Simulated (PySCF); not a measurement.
Calcium monochloride, CaCl (doublet state).
SMILES: `[Cl][Ca]`

Computed with PBE0-D3(BJ)/def2-SVP geometry optimisation, gas phase in PySCF 2.14.0.

Masses are those of the commonest isotopes; rigid-rotor values at the optimised geometry. 

Task: What are the moment of inertia and the rotational constant?

Result: I = 109.415 u·Å², B = 505379 MHz·u·Å²/I = 4619 MHz (0.1541 cm⁻¹, or 0.222 K as hB/k). For two atoms I = μr² with μ = 18.6497 u and r = 2.4222 Å.

Task: List the first levels of a rigid rotor in a Σ state.

Result: E(J) = BJ(J+1): J = 1: 0.308, J = 2: 0.924, J = 3: 1.849, J = 4: 3.081, J = 5: 4.622, J = 6: 6.471 cm⁻¹. For this open shell read J as N, the rotation without spin; fine and hyperfine splittings come on top.

Task: Where do the first rotational lines fall?

Result: The dipole is 4.17 D; J+1 ← J lies at 2B(J+1): 1 ← 0 at 9.24 GHz, 2 ← 1 at 18.48 GHz, 3 ← 2 at 27.71 GHz, 4 ← 3 at 36.95 GHz, 5 ← 4 at 46.19 GHz, 6 ← 5 at 55.43 GHz.

PBE0-D3(BJ)/def2-SVP frequencies: not computed here. ⟨S²⟩ = 0.750 (exact for a doublet: 0.75). No vibrational averaging or centrifugal distortion is included, and the geometry carries the error of its method.
